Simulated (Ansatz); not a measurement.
Species: sum formula WO$_{2}$Cl (charge 0, doublet). The spin state was set by rule; other spins were not relaxed. SMILES of the parent species: [O]=[W](=[O])[Cl]
Geometry from a B3LYP-D3(BJ)/def2-TZVP (Ansatz, a quantum-chemistry and plane-wave program) optimisation:
```xyz
4

W      0.1475    -0.0759     0.1802
O      1.6072    -0.7789    -0.3676
O     -0.6210    -1.0850     1.3275
Cl    -1.1064     1.2077    -1.2362
```
Charge 0, spin multiplicity 2.

Wanted: atomisation energy (electronic, to ground-state atoms), in kJ/mol. Cores are frozen in the correlated levels unless marked. UHF or UKS for open shells. Spin-orbit coupling is left out. Frozen are the shells of the preceding noble gas and the d and f shells that filled before the atom's block. In def2 rows, elements after Kr have scalar-relativistic effective core potentials. The coupled-cluster limit lacks core correlation, which all-electron functionals hold. CBS marks a two-point X^-3 extrapolation of the correlation energy; Hartree-Fock from the larger set. [CCSD(T)-MP2]/basis is that difference in the basis named.

```
level                      program  atomisation energy (kJ/mol)
------------------  --------------  ---------------------------
BLYP-D4/def2-TZVPD  Ansatz + dftd4                       1914.1
```

Task: Predict the RI-MP2/CBS(def2-TZVPP,def2-QZVPP)+[CCSD(T)-MP2]/def2-TZVPP result (Ansatz).

Result: 1842.7 kJ/mol, so BLYP-D4/def2-TZVPD differs from it by 71.4 kJ/mol.
